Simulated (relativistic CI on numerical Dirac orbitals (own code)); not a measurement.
Pr3+: 4p photoemission

Computed with this model: Dirac-Coulomb-Breit CI, orbitals from a KLI potential per configuration, model QED (radiative potential, 1s self-energy scaled to tabulated hydrogen-like ionisation energies), valence Slater integrals scaled by 0.7, multiplet model of photoemission in the sudden approximation; configurations [Xe] 4f2 → [Ar] 3d10 4s2 4p5 4d10 4f2 5s2 5p6; 300 K; Lorentzian 3.5 eV and Gaussian 0.7 eV FWHM. Energies are those of the free ion, without screening or charge transfer. The energies are binding energies and can lie tens of eV above those of solids. S is read from ⟨S²⟩ = S(S + 1).

free ion: ground-state S = 0.97, centroid 270.35 eV. Peaks (eV, height): 263.0 (100), 283.8 (47), 286.6 (38).

Strongest unbroadened transitions for free ion:

```tsv
Energy (eV)	Relative strength
260.57	48.6
261.03	26.1
261.49	3.4
262.28	8.0
262.92	100.0
263.25	54.1
263.38	7.8
263.95	4.5
264.34	6.9
264.64	21.7
264.81	3.9
265.91	6.7
266.22	16.4
266.71	8.7
283.58	88.2
284.18	3.8
286.73	25.4
287.39	41.1
```
